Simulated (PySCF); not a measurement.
W(O)2(OH) (HO₃W), SMILES [O]=[W+](=[O])[OH], charge +1, multiplicity 1.

Coordinates come from a PBE0-D3(BJ)/def2-SVP optimisation. The spin state was assumed, not searched. The isomer is the one that the SMILES or the coordinates give; other isomers of the formula were not compared. The def2 effective core potentials stand for the cores of W; spin–orbit coupling is left out. One conformer was computed; it need not be the lowest.

Level of theory: TDA-PBE/def2-SVPD run with PySCF.

Vertical excitations. Isolated molecule, no solvent. State labels are in the subgroup Cs.

| state | symmetry | energy (eV) | λ (nm) | f | main pairs |
|---|---|---|---|---|---|
| S1 | A" | 2.66 | 467 | 0.001 | HOMO→LUMO 99 % |
| S2 | A" | 3.47 | 357 | 0.005 | HOMO−1→LUMO 96 % |
| S3 | A' | 3.88 | 320 | 0.009 | HOMO−2→LUMO 95 % |
| S4 | A' | 4.65 | 267 | 0.008 | HOMO−3→LUMO 88 % |
| S5 | A" | 4.88 | 254 | 0.007 | HOMO→LUMO+1 88 % |
| S6 | A' | 4.88 | 254 | 0.002 | HOMO→LUMO+2 95 % |
| S7 | A" | 5.32 | 233 | 0.000 | HOMO−1→LUMO+1 98 % |
| S8 | A" | 5.52 | 225 | 0.011 | HOMO−4→LUMO 91 % |
| S9 | A' | 5.65 | 219 | 0.002 | HOMO−5→LUMO 52 %, HOMO−2→LUMO+1 32 % |
| S10 | A' | 5.71 | 217 | 0.002 | HOMO−1→LUMO+2 55 %, HOMO−6→LUMO 17 %, HOMO−2→LUMO+1 13 %, HOMO−5→LUMO 13 % |
| T1 | A" | 2.47 | 501 | 0 | HOMO→LUMO 100 % |
| T2 | A" | 3.16 | 392 | 0 | HOMO−1→LUMO 99 % |
| T3 | A' | 3.45 | 359 | 0 | HOMO−2→LUMO 99 % |
| T4 | A' | 3.93 | 315 | 0 | HOMO−3→LUMO 94 % |
Triplets are in the Tamm–Dancoff approximation.
